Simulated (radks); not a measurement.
The numbers below are computed, except where a source is named.
Question: Species: Cd. Configuration: [Ar] 3d10 4s2 4p5 4d10 5s2 5p1 (not the ground configuration). Level of theory: scalar-relativistic Kohn-Sham, exchange-only B88, spin-unpolarised, spherical densities, finite nucleus; Fermi nuclear charge, rms radius 4.6087 fm (a radial shooting solver on a logarithmic mesh with Libxc functionals). Some entries of the table are withheld. Estimate them.

| orbital | occ. | eigenvalue (hartree) | <r^2> (bohr^2) |
|---|---|---|---|
| 1s | 2 | -975.2754 | 0.001250 |
| 2s | 2 | -145.0578 | 0.02043 |
| 2p | 6 | (1) | 0.01610 |
| 3s | 2 | (2) | 0.1469 |
| 3p | 6 | -22.40381 | 0.1480 |
| 3d | 10 | -14.77455 | 0.1332 |
| 4s | 2 | -4.14375 | 0.8639 |
| 4p | 5 | -2.70010 | (3) |
| 4d | 10 | -0.62827 | 1.800 |
| 5s | 2 | -0.27100 | (4) |
| 5p | 1 | -0.07250 | (5) |

Answer: 
(1) 2p eigenvalue (hartree): -130.2130
(2) 3s eigenvalue (hartree): -27.27437
(3) 4p <r^2> (bohr^2): 1.033
(4) 5s <r^2> (bohr^2): 8.249
(5) 5p <r^2> (bohr^2): 18.72
